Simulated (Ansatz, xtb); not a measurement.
Two isomers of C4H11NSe

Structure X: `CC[C@H]([SeH])CN`, a singlet. Structure Y: `NCCCC[SeH]`, a singlet. Both are isolated molecules in the gas phase, relaxed with B3LYP-D3(BJ)/def2-SVP; each stands in its lowest conformer found.

Q: Estimate which is lower in electronic energy at CCSD(T)/def2-SVP + ΔMP2/def2-TZVPP, and by roughly how much.

A: Not settled: CCSD(T)/def2-SVP + ΔMP2/def2-TZVPP gives E(Y) − E(X) = +1.01 kcal/mol, but this leans on the basis-set step: CCSD(T) alone gives +0.53 kcal/mol.

Level by level:

| level | geometry | E(Y) − E(X) (kcal/mol) | departure from the last row (kcal/mol) | job, with rough time for the two |
| --- | --- | --- | --- | --- |
| B3LYP-D3(BJ)/def2-SVP | B3LYP-D3(BJ)/def2-SVP | +0.82 | −0.20 | optimisation, 82 s |
| HF/def2-SVP | B3LYP-D3(BJ)/def2-SVP | −0.72 | −1.73 | part of the CCSD(T) run |
| MP2/def2-SVP | B3LYP-D3(BJ)/def2-SVP | +0.84 | −0.17 | part of the CCSD(T) run |
| CCSD(T)/def2-SVP | B3LYP-D3(BJ)/def2-SVP | +0.53 | −0.49 | single point |
| CCSD(T)/def2-SVP + ΔMP2/def2-TZVPP | B3LYP-D3(BJ)/def2-SVP | +1.01 |  | single point, 2.5 min |

As drawn, both hold the same kinds of bond in the same numbers. Structure X has 1 methyl group, Y 0.

HF/def2-SVP puts the two in the other order. The largest departure from CCSD(T)/def2-SVP + ΔMP2/def2-TZVPP is that of HF/def2-SVP, 1.73 kcal/mol. Levels run at GFN2-xTB geometries aren't shown. The last row adds to CCSD(T) the change of the MP2 difference between the two basis sets, here +0.49 kcal/mol.

With thermal terms from frequencies at re-optimised GFN2-xTB minima (ideal gas, soft modes damped towards free rotors, one conformer each, 298.15 K, 1 atm): on the last row, ΔE + ΔZPE = +1.31, ΔH = +1.16, ΔG = +1.15 kcal/mol.

The correlated steps freeze 14 core orbitals; the filled d shell of Se is correlated, in a basis made for valence electrons. Mirror images aren't counted in ΔG. Run with Ansatz 0.2.0, xtb 6.7.1; the last row on 4 threads of Arm Neoverse V1 on a shared host.
